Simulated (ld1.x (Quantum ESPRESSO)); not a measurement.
**Plane-wave convergence, TM potential for Mg**

Mg (Z = 12), norm-conserving Troullier–Martins (Kleinman–Bylander form), made with ld1.x (Quantum ESPRESSO) 7.5 (LDA (PZ), scalar-relativistic). Core [Ne], reference 3s1 3p1. Waves: 3p (bound): rc 2.95 bohr; 3s (bound): rc 2.70 bohr. Local part: the s channel. Core correction: Bessel-smoothed model core inside 2.58 bohr.

The pseudo-atom Hamiltonian at the reference potential is diagonalised in spherical Bessel functions j_l(qr) that vanish at 20 bohr, with q² up to the cutoff. All-electron valence levels (Ry): 3p -0.1565, 3s -0.4241.

Question: How do the lowest levels (Ry) of each channel move with the cutoff, and are there ghosts?

Answer:

| cutoff (Ry) | p #1 | s #1 | s #2 | d #1 | f #1 | f #2 | Σ f·Δε (mRy) |
| --- | --- | --- | --- | --- | --- | --- | --- |
| 8 | -0.1565 | -0.4230 | -0.0277 | 0.0288 | 0.0921 | 0.2086 | 1.1 |
| 10 | -0.1565 | -0.4230 | -0.0278 | 0.0288 | 0.0921 | 0.2086 | 1.0 |
| 12 | -0.1565 | -0.4232 | -0.0278 | 0.0288 | 0.0921 | 0.2086 | 0.9 |
| 15 | -0.1565 | -0.4236 | -0.0278 | 0.0288 | 0.0921 | 0.2086 | 0.5 |
| 18 | -0.1565 | -0.4240 | -0.0279 | 0.0288 | 0.0921 | 0.2086 | 0.1 |
| 400 | -0.1565 | -0.4241 | -0.0279 | 0.0288 | 0.0921 | 0.2086 | 0.0 |

Result: no extra level below or beside the all-electron valence levels (p, s, d, f tested); 10 mRy is reached at 6 Ry and 1 mRy at 12 Ry.
